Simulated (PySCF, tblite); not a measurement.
Isomers of C5H8N2O2Si, one GFN2-xTB conformer each. Single-point energies are computed at PBE0/pcSseg-1 (PySCF, gas phase, no added dispersion term), electronic only.

```
                       SMILES  GFN2-xTB relative energy (kJ/mol)
     C/C(C#N)=N/[SiH2]CC(=O)O                                1.1
N#CC[C@@H]1C[Si@@H](C(N)=O)O1                                0.0
```

Conformers: `[CH3:1]/[C:2]([C:3]#[N:4])=[N:5]/[SiH2:6][CH2:7][C:8](=[O:9])[OH:10]` with C2–N5–Si6–C7 127°, N5–Si6–C7–C8 166°, Si6–C7–C8–O9 -89°, C7–C8–O10–H -177°; `[N:1]#[C:2][CH2:3][C@@H:4]1[CH2:5][Si@@H:6]([C:7]([NH2:8])=[O:9])[O:10]1` with C2–C3–C4–C5 -68°, C5–Si6–C7–N8 72°, Si6–C7–N8–H 8° and 177°, C3–C4–C5–Si6 -108°, C4–C5–Si6–C7 -116°, C5–Si6–O10–C4 8°, C3–C4–O10–Si6 110°.

Q: What does PBE0/pcSseg-1 give for the same structures?

A: 
| SMILES | PBE0/pcSseg-1 E (Eh) | PBE0/pcSseg-1 (kJ/mol) | GFN2-xTB (kJ/mol) | point group |
| --- | --- | --- | --- | --- |
| N#CC[C@@H]1C[Si@@H](C(N)=O)O1 | -744.11128 | 0.0 | 0.0 | C1 |
| C/C(C#N)=N/[SiH2]CC(=O)O | -744.09862 | 33.3 | 1.1 | C1 |

Both levels put the same isomer lowest. As drawn, the lower has a four-membered ring, an N–H bond and a C(=O)–N unit, which the higher lacks; the higher has a C=N bond, an O–H bond and a C(=O)–O unit, which the lower lacks.

Q: Which frontier levels, dipoles and rotational constants go with these structures?

A: 
```
                       SMILES  HOMO (eV, PBE0/pcSseg-1)  LUMO (eV)  dipole (D)       A, B, C (MHz)
N#CC[C@@H]1C[Si@@H](C(N)=O)O1                     -7.36      -1.14        3.25  3884, 501.8, 487.1
     C/C(C#N)=N/[SiH2]CC(=O)O                     -8.03      -2.35        2.04  2639, 478.7, 432.2
```

Q: What happens when harmonic zero-point energies from GFN2-xTB frequencies are added?

A: 
| SMILES | ZPE (kJ/mol) | electronic (kJ/mol) | with ZPE (kJ/mol) |
| --- | --- | --- | --- |
| N#CC[C@@H]1C[Si@@H](C(N)=O)O1 | 336.5 | 0.0 | 0.0 |
| C/C(C#N)=N/[SiH2]CC(=O)O | 323.7 | 33.3 | 20.5 |

The zero-point energies span 12.8 kJ/mol. The order is unchanged.
